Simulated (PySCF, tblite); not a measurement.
Isomers of C7H5F3O. Computed values, GFN2-xTB/tblite, gas phase, harmonic and unscaled. Against measured fundamentals such values can be off by several per cent, at times by over 20. One conformer each.

Electronic energies: PBE0/pcSseg-1 single points on the GFN2-xTB geometries (PySCF, gas phase).

```csv
SMILES,"electronic energy, lowest = 0 (kcal/mol)"
C=C=C=C(C)C(=O)C(F)(F)F,57.8
C=C1C=C(OC(F)(F)F)C1=C,54.6
CC#C/C=C/C(=O)C(F)(F)F,48.5
Oc1cc(F)cc(C(F)F)c1,0.0
```

Task: How do GFN2-xTB zero-point energies change the relative energies?

Result: 
| SMILES | ZPE (kcal/mol) | of it from modes above 1550 cm⁻¹ | electronic (kcal/mol) | with ZPE, lowest = 0 (kcal/mol) | lowest mode (cm⁻¹) | rings |
| --- | --- | --- | --- | --- | --- | --- |
| Oc1cc(F)cc(C(F)F)c1 | 65.7 | 27.1 | 0.0 | 0.0 | 12 | 1 |
| CC#C/C=C/C(=O)C(F)(F)F | 62.8 | 29.8 | 48.5 | 45.6 | 29 | 0 |
| C=C1C=C(OC(F)(F)F)C1=C | 63.9 | 29.8 | 54.6 | 52.7 | 39 | 1 |
| C=C=C=C(C)C(=O)C(F)(F)F | 62.3 | 29.8 | 57.8 | 54.3 | 43 | 0 |

The zero-point energies span 3.4 kcal/mol, from `C=C=C=C(C)C(=O)C(F)(F)F` to `Oc1cc(F)cc(C(F)F)c1`. The order is unchanged.

Task: And how do the electronic energies of GFN2-xTB itself compare?

Result: `Oc1cc(F)cc(C(F)F)c1` 0.0; `CC#C/C=C/C(=O)C(F)(F)F` 59.3; `C=C1C=C(OC(F)(F)F)C1=C` 50.1; `C=C=C=C(C)C(=O)C(F)(F)F` 68.2 kcal/mol, lowest = 0. Against the energies above, taken from the same isomer `Oc1cc(F)cc(C(F)F)c1`, the largest difference is 10.8 kcal/mol.

Task: What do entropy and thermal enthalpy add at 298.15 K and 1 bar (rigid rotor, harmonic oscillator, one conformer each)?

Result: 
```
                 SMILES  point group  symmetry number  S (cal/(mol K))  H − H(0) (kcal/mol)  ZPE + H − H(0) − TS (kcal/mol)
 CC#C/C=C/C(=O)C(F)(F)F           C1                1            113.3                 8.18                            37.2
 C=C1C=C(OC(F)(F)F)C1=C           Cs                1            101.8                 7.08                            40.6
C=C=C=C(C)C(=O)C(F)(F)F           Cs                1            109.7                 8.13                            37.7
```

Not tabulated: `Oc1cc(F)cc(C(F)F)c1` (lowest mode only 12 cm⁻¹).
